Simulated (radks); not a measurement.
Hg XVI, 65 electrons, occupied as [Kr] 4d10 4f14 5s2 5p2 7s1 (not the ground configuration).

Calculated with a radial shooting solver on a logarithmic mesh with Libxc functionals: scalar-relativistic Kohn-Sham, LDA (Slater exchange, Perdew-Wang correlation), spin-unpolarised, spherical densities, finite nucleus; Fermi nuclear charge, rms radius 5.4648 fm.

Energy parts (eV):
part                       energy
total                  -531279.53
kinetic                 596131.06
electron-nucleus      -1302119.62
Hartree                 184153.44
exchange-correlation     -9444.41

Orbitals (lengths in bohr, moments of r in powers of bohr; r(90%) holds 90 % of the orbital's charge):
orbital  occ.  eigenvalue (eV)      <r>      <r^2>  r(90%)
1s          2        -83406.85  0.01660  0.0003814  0.0304
2s          2        -15059.09  0.06997   0.005802   0.109
2p          6        -13042.48  0.06329   0.004898   0.103
3s          2        -3821.122   0.1807    0.03737   0.265
3p          6        -3238.050   0.1821    0.03847   0.272
3d         10        -2622.866   0.1649    0.03183   0.256
4s          2        -1089.184   0.3985     0.1791   0.571
4p          6        -897.2157   0.4239     0.2041   0.614
4d         10        -669.0081   0.4452     0.2284   0.662
5s          2        -415.6814   0.8340     0.7738    1.17
4f         14        -414.8672   0.4654     0.2570   0.735
5p          2        -354.8760   0.9108     0.9248    1.28
7s          1        -137.1549    2.342      6.086    3.19

The highest occupied level is 7s at -137.15 eV. Summed over all electrons, <r^2> = 17.61 bohr^2, which gives a Langevin (diamagnetic) susceptibility term of -14 x 10^-6 cm^3/mol.
